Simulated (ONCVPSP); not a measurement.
Pseudopotential generation for O: ONCV, LDA (Perdew-Zunger), scalar-relativistic.

oxygen (O), optimised norm-conserving Vanderbilt (ONCV), made with ONCVPSP 4.0.1 (LDA (Perdew-Zunger), scalar-relativistic). Core [He], reference 2s2 2p4. Waves: 2s: rc 0.75 bohr, ncon 4, nbas 7, qcut 7.7 1/bohr, 3 projectors, debl 0.5 Ha; 2p: rc 1.70 bohr, ncon 3, nbas 7, qcut 7.9 1/bohr, 2 projectors, debl 1.4 Ha; d scattering state at 0.42 Ha: rc 1.85 bohr, ncon 4, nbas 7, qcut 4.5 1/bohr, 2 projectors, debl 0.4 Ha. Local part: polynomial inside 0.70 bohr (lpopt 4, dvloc0 0 Ha). Core correction: Teter function fitted to the true core (icmod 2), fcfact 0.6.

In the s channel the program set the typed energies aside and used -0.873, 0.250, 0.750 Ha.

Poles of the logarithmic derivatives, all-electron (AE) and pseudo (PS). s: poles at no energy (AE) and no energy (PS) Ha. p: poles at 0.1 (AE) and 0.1 (PS) Ha. d: poles at 3.1 (AE) and 2.9, 4.1 (PS) Ha. Test radii: s 0.76, p 1.73, d 1.88 bohr.

* Cutoffs needed: 80 Ha and 187 Ha (the cutoffs (Ha) at which the residual kinetic energy of the hardest occupied pseudo-wave falls to 1 and 0.1 mHa per electron)
* Ghost test: ghosts flagged at negative energy: s at -467.7 eV; GHOST(+) flags only above 600 eV; a true bound ghost makes a file unfit for plane-wave use
* Largest excitation error: +1674 meV (all-electron minus pseudo) for 2s2 2p1, out of 4 test configurations
* rms error of d²Exc/dni dnj: 2.41 mHa without and 1.31 mHa with the model core
